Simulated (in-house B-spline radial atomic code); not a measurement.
A fraction x of an electron is removed from 4d in the palladium ion Pd⁴⁺, starting from [Kr] 4d6 and keeping the highest spin. Method: scalar-relativistic (X2C) AM05, spin-polarised, spherical fractional occupations, Fermi nucleus of rms radius 4.5318 fm. Calculated with an all-electron radial atomic-structure program (B-spline basis).

```
   x  E(x) - E(0) (eV)  4d down level (eV)
   0            0.0000             -55.255
0.08            4.4700             -56.495
0.14            7.8877             -57.429
0.28           16.0810             -59.621
0.39           22.7347             -61.356
 0.5           29.5798             -63.102
0.51           30.2117             -63.261
0.71           43.1836             -66.464
0.79           48.5523             -67.754
 0.9           56.1033             -69.537
   1           63.1384                   -
```

The exact functional would give a straight line between the two integer points. Deviations E(x) - E(0) - x[E(1) - E(0)], in eV: -0.581 at x = 0.08, -0.952 at x = 0.14, -1.598 at x = 0.28, -1.889 at x = 0.39, -1.989 at x = 0.5, -1.989 at x = 0.51, -1.645 at x = 0.71, -1.327 at x = 0.79, -0.721 at x = 0.9.

The curve lies below the straight line by up to 1.989 eV (at x = 0.5): convex, the delocalisation error that favours fractional charges.

Question: How well does Slater's transition state (minus the level at half occupation) give the ionisation energy?

Answer: It gives 63.102 eV against 63.138 eV from the two total energies; NIST lists 61.00 eV, ground level to ground level.
